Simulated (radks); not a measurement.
Excited configurations of Lu I: one electron is placed in a higher orbital outside [Xe] 4f14 6s2. The ground configuration is [Xe] 4f14 5d1 6s2. All-electron calculation, scalar-relativistic Kohn-Sham, LDA (Slater exchange, Perdew-Wang correlation), spin-polarised, spherical densities, point nucleus; open shells are filled with parallel spins first (spin-orbit coupling, left out, can overturn this in heavy ions). Program: a radial shooting solver on a logarithmic mesh with Libxc functionals. Excitation = E - E(ground); binding = E(ion) - E, where the ion is the core of charge +1; n* = 1/sqrt(2 binding) in atomic units, and the quantum defect is n - n*.

[
 {"outer orbital": "5f", "excitation (eV)": "4.644", "binding (eV)": "0.952", "n*": "3.781", "quantum defect": "1.219", "eigenvalue (eV)": "-0.457", "<r> (bohr)": "16.45"},
 {"outer orbital": "6p", "excitation (eV)": "1.099", "binding (eV)": "4.496", "n*": "1.740", "quantum defect": "4.260", "eigenvalue (eV)": "-2.397", "<r> (bohr)": "4.778"},
 {"outer orbital": "6d", "excitation (eV)": "3.968", "binding (eV)": "1.627", "n*": "2.892", "quantum defect": "3.108", "eigenvalue (eV)": "-0.786", "<r> (bohr)": "10.33"},
 {"outer orbital": "6f", "excitation (eV)": "4.933", "binding (eV)": "0.662", "n*": "4.533", "quantum defect": "1.467", "eigenvalue (eV)": "-0.384", "<r> (bohr)": "27.89"},
 {"outer orbital": "7s", "excitation (eV)": "3.086", "binding (eV)": "2.509", "n*": "2.329", "quantum defect": "4.671", "eigenvalue (eV)": "-1.517", "<r> (bohr)": "8.803"},
 {"outer orbital": "7p", "excitation (eV)": "3.823", "binding (eV)": "1.772", "n*": "2.771", "quantum defect": "4.229", "eigenvalue (eV)": "-1.052", "<r> (bohr)": "11.64"},
 {"outer orbital": "7d", "excitation (eV)": "4.601", "binding (eV)": "0.994", "n*": "3.700", "quantum defect": "3.300", "eigenvalue (eV)": "-0.581", "<r> (bohr)": "19.77"},
 {"outer orbital": "7f", "excitation (eV)": "5.115", "binding (eV)": "0.480", "n*": "5.322", "quantum defect": "1.678", "eigenvalue (eV)": "-0.301", "<r> (bohr)": "41.92"}
]

The Delta-SCF ionisation energy is 5.595 eV (NIST Atomic Spectra Database: 5.426 eV, measured). Self-interaction in the functional shifts the binding energies and quantum defects, so they are the method's values and not measured ones. Open shells are spherical and high-spin; term and fine-structure splittings are not resolved. Spin-orbit splitting is averaged out at the scalar-relativistic level.
